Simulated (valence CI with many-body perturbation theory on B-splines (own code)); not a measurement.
# E1 transitions of Si

Calculated by relativistic CI+MBPT: four valence electrons over a frozen Dirac-Fock core [Ne], radial functions for each j: 11 s, 11 p, 9 d, 7 f, 5 g, 2 h, 1 i, with the one-electron correlation potential Σ1 (screened to all orders), the two-electron term Σ2, the three-electron term Σ3, Breit, model QED; selected single and double excitations, second order for the rest, scaled by the run's own slope (own B-spline code, finite nucleus).

Against 48 measured levels this calculation errs by 36 cm⁻¹ on average and by 119 at most. These come from a selection out of the NIST Handbook of Basic Atomic Spectroscopic Data. Levels without a partner in it may be off by more. Among the levels kept, up to 810 cm⁻¹ of a level comes from second order outside the variational space, and about a tenth of that is noise between levels of different J, which matters for small intervals.

Lines 51 to 100 of 248 in falling wavelength, among levels below 60636 cm⁻¹, chosen from the strongest by gf and those to the six lowest levels. Wavelengths and rates use the calculated energies, so an error of 40 cm⁻¹ moves a line at 2543 nm by 1 % and its rate by three times that or more. Electric multipoles are in the length gauge, E1 and E2 with the static RPA response of the core. Weak lines are less certain than strong ones. Lines between different terms over intervals too small for the method are left out, as are lines whose strength nearly cancels. Where a level lies close to another of its J and parity, the split of strength between their lines is uncertain. The highest levels of a list are the least certain.

Names give the largest LS component (configuration and term), which can be under half, so a name can repeat, a term be missing and a line seem to break the LS rules; names also repeat where a configuration has a term twice. Letters in brackets count levels of one name in rising energy.

| λ vac (nm) | λ from measured levels | Upper | Lower | A (s⁻¹) | log gf | Branch % |
| --- | --- | --- | --- | --- | --- | --- |
| 3129 |  | 3s2 3p 5p 3P_2 | 3s2 3p 3d 3D°_3 | 1.01e+06 | -0.13 | 13.9 |
| 3117 |  | 3s2 3p 3d 1P°_1 | 3s2 3p 4p 1D_2 | 6.51e+05 | -0.55 | 0.5 |
| 2762 |  | 3s2 3p 5d 1D°_2 | 3s2 3p 5p 1P_1 | 1.83e+06 | 0.02 | 10.2 |
| 2543 | 2586 | 3s2 3p 4p 3P_2 | 3s 3p3 3D°_3 | 5.18e+05 | -0.60 | 2.1 |
| 2332 |  | 3s2 3p 4f 1D_2 | 3s2 3p 5s 1P°_1 | 6.13e+05 | -0.60 | 3.9 |
| 2284 |  | 3s2 3p 5p 1D_2 | 3s2 3p 3d 1P°_1 | 9.73e+05 | -0.42 | 12.1 |
| 2270 |  | 3s2 3p 5p 1D_2 | 3s2 3p 3d 1F°_3 | 1.61e+06 | -0.21 | 20.0 |
| 2196 |  | 3s2 3p 4f 3F_4 [a] | 3s2 3p 3d 3D°_3 | 3.91e+06 | 0.41 | 22.9 |
| 2176 |  | 3s2 3p 4f 3F_3 | 3s2 3p 3d 3D°_2 | 4.07e+06 | 0.31 | 23.2 |
| 2170 |  | 3s2 3p 4f 3G_3 [a] | 3s2 3p 3d 3D°_2 | 1.95e+06 | -0.02 | 10.9 |
| 2162 |  | 3s2 3p 4f 3F_2 | 3s2 3p 3d 3D°_1 | 5.86e+06 | 0.31 | 34.0 |
| 2148 | 2136 | 3s2 3p 5s 1P°_1 | 3s2 3p 4p 1D_2 | 4.61e+06 | -0.02 | 3.9 |
| 2082 |  | 3s2 3p 4f 3F_4 [b] | 3s2 3p 3d 3D°_3 | 5.11e+06 | 0.48 | 29.9 |
| 2058 |  | 3s2 3p 4f 3G_3 [b] | 3s2 3p 3d 3D°_2 | 1.76e+06 | -0.11 | 9.8 |
| 2050 |  | 3s2 3p 4f 3D_3 | 3s2 3p 3d 3D°_3 | 2.17e+06 | -0.02 | 13.4 |
| 2023 |  | 3s2 3p 4f 1D_2 | 3s2 3p 3d 3D°_2 | 1.40e+06 | -0.37 | 8.9 |
| 2016 |  | 3s2 3p 4f 1D_2 | 3s2 3p 3d 3D°_1 | 1.55e+06 | -0.33 | 9.8 |
| 1996 |  | 3s2 3p 3d 3D°_2 | 3s2 3p 4p 3P_2 | 1.51e+06 | -0.35 | 0.5 |
| 1975 |  | 3s2 3p 3d 3D°_3 | 3s2 3p 4p 3P_2 | 5.53e+06 | 0.35 | 1.9 |
| 1954 | 1950 | 3s2 3p 5s 3P°_2 | 3s2 3p 4p 3S_1 | 1.85e+06 | -0.28 | 2.6 |
| 1951 |  | 3s2 3p 3d 3D°_1 | 3s2 3p 4p 3P_1 | 2.90e+06 | -0.30 | 1.1 |
| 1944 |  | 3s2 3p 3d 3D°_2 | 3s2 3p 4p 3P_1 | 4.18e+06 | 0.07 | 1.5 |
| 1935 |  | 3s2 3p 3d 3D°_1 | 3s2 3p 4p 3P_0 | 2.84e+06 | -0.32 | 1.0 |
| 1934 | 1929 | 3s2 3p 5s 3P°_0 | 3s2 3p 4p 3P_1 | 5.09e+06 | -0.54 | 7.1 |
| 1892 | 1892 | 3s2 3p 5s 3P°_1 | 3s2 3p 4p 3P_0 | 2.12e+06 | -0.47 | 2.7 |
| 1876 | 1873 | 3s2 3p 5s 3P°_2 | 3s2 3p 4p 3P_2 | 4.02e+06 | 0.03 | 5.6 |
| 1851 |  | 3s2 3p 4f 3F_2 | 3s2 3p 3d 1P°_1 | 2.21e+06 | -0.25 | 12.8 |
| 1842 |  | 3s2 3p 4f 3F_4 [a] | 3s2 3p 3d 1F°_3 | 3.48e+06 | 0.20 | 20.4 |
| 1761 |  | 3s2 3p 4f 3F_4 [b] | 3s2 3p 3d 1F°_3 | 2.39e+06 | 0.00 | 14.0 |
| 1743 |  | 3s2 3p 4f 1D_2 | 3s2 3p 3d 1P°_1 | 3.96e+06 | -0.04 | 25.1 |
| 1732 |  | 3s2 3p 4f 1G_4 | 3s2 3p 3d 1F°_3 | 8.77e+06 | 0.55 | 55.1 |
| 1720 |  | 3s2 3p 4f 3D_2 | 3s2 3p 3d 1P°_1 | 4.03e+06 | -0.05 | 26.5 |
| 1671 |  | 3s2 3p 3d 3D°_3 | 3s2 3p 4p 3D_3 | 2.70e+06 | -0.10 | 0.9 |
| 1643 |  | 3s2 3p 3d 3D°_2 | 3s2 3p 4p 3D_2 | 1.90e+06 | -0.42 | 0.7 |
| 1624 |  | 3s2 3p 3d 3D°_1 | 3s2 3p 4p 3D_1 | 2.42e+06 | -0.54 | 0.9 |
| 1617 | 1610 | 3s2 3p 5s 3P°_1 | 3s2 3p 4p 3D_2 | 7.40e+06 | -0.06 | 9.4 |
| 1612 | 1606 | 3s2 3p 5s 3P°_0 | 3s2 3p 4p 3D_1 | 9.76e+06 | -0.42 | 13.7 |
| 1600 | 1596 | 3s2 3p 5s 3P°_2 | 3s2 3p 4p 3D_3 | 7.60e+06 | 0.16 | 10.7 |
| 1593 | 1589 | 3s2 3p 4p 1P_1 | 3s2 3p 4s 1P°_1 | 8.71e+06 | 0.00 | 92.3 |
| 1578 | 1584 | 3s2 3p 4d 1D°_2 | 3s2 3p 4p 1D_2 | 2.07e+06 | -0.41 | 7.4 |
| 1534 | 1538 | 3s2 3p 4d 3P°_2 | 3s2 3p 4p 1D_2 | 1.72e+06 | -0.52 | 5.5 |
| 1402 | 1408 | 3s2 3p 4d 1D°_2 | 3s2 3p 4p 3S_1 | 1.89e+06 | -0.56 | 6.8 |
| 1367 | 1372 | 3s2 3p 4d 3P°_2 | 3s2 3p 4p 3S_1 | 3.81e+06 | -0.27 | 12.1 |
| 1367 | 1370 | 3s2 3p 4d 3P°_1 | 3s2 3p 4p 3S_1 | 9.64e+06 | -0.09 | 25.5 |
| 1362 | 1367 | 3s2 3p 4d 1D°_2 | 3s2 3p 4p 3P_2 | 1.95e+06 | -0.57 | 7.0 |
| 1361 | 1364 | 3s2 3p 4d 3P°_0 | 3s2 3p 4p 3S_1 | 1.21e+07 | -0.48 | 32.4 |
| 1329 | 1333 | 3s2 3p 4d 3P°_2 | 3s2 3p 4p 3P_2 | 2.56e+06 | -0.47 | 8.1 |
| 1321 | 1318 | 3s2 3p 5s 1P°_1 | 3s2 3p 4p 1P_1 | 1.02e+07 | -0.10 | 8.6 |
| 1305 | 1311 | 3s2 3p 4d 3P°_2 | 3s2 3p 4p 3P_1 | 2.70e+06 | -0.46 | 8.6 |
| 1228 | 1227 | 3s2 3p 4p 3D_2 | 3s2 3p 4s 3P°_2 | 2.99e+06 | -0.47 | 17.7 |
